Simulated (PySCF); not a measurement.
Molecule: `[SiH3]/C=C(/[SiH3])Cl`, C2H7ClSi2.

Atom-mapped SMILES (the numbers label the heavy atoms): `[SiH3:1]/[CH:2]=[C:3](/[SiH3:4])[Cl:5]`. Hydrogens are named by the atom that carries them.

Geometry PBE0-D3(BJ)/def2-SVP throughout; GIAO in PySCF 2.14, gas phase, one conformer, non-relativistic; equivalent atoms averaged; functional PBE0.

Question: How do the absolute shieldings σ depend on the basis set? (ppm; last column core-seconds on 1 thread of an Arm Neoverse V1, shared host)

Answer: 
| basis set | functions | Si4 | Si1 | C3 | C2 | Cl5 | H(C2) | H(Si4) | H(Si1) | core-s |
| --- | --- | --- | --- | --- | --- | --- | --- | --- | --- | --- |
| pcSseg-0 | 71 | 439.4 | 466.1 | 28.6 | 46.3 | 663.5 | 26.33 | 28.28 | 28.51 | 5.1 |
| cc-pVDZ | 117 | 474.6 | 495.4 | 37.7 | 58.4 | 686.0 | 24.56 | 27.03 | 27.17 | 11 |
| aug-cc-pVDZ | 190 | 473.7 | 496.5 | 36.5 | 57.7 | 686.0 | 24.39 | 26.94 | 27.07 | 21 |
| cc-pVTZ | 260 | 414.7 | 438.0 | 21.4 | 43.0 | 663.0 | 24.36 | 26.95 | 27.08 | 34 |
| IGLO-III | 272 | 410.3 | 432.7 | 12.8 | 35.7 | 633.0 | 24.51 | 26.91 | 27.04 | 32 |

Question: Which nucleus moves most, in ppm?

Answer: Si4 (silicon bonded to C, 3 H): from 410.3 ppm with IGLO-III to 474.6 ppm with cc-pVDZ. The smallest spread is 1.37 ppm, at H(Si4). Proton shifts span only some 12 ppm, so a few tenths of a ppm matter as much there as several ppm in carbon.

Question: Taking the largest basis, IGLO-III (272 functions), as the yardstick, rank the others by their worst heavy-atom deviation.

Answer: cc-pVTZ 30.0 ppm (260 functions), pcSseg-0 33.3 ppm (71 functions), aug-cc-pVDZ 63.8 ppm (190 functions), cc-pVDZ 64.3 ppm (117 functions).

A small basis that lands close on one nucleus may do so by chance; judge by the trend and by all nuclei.
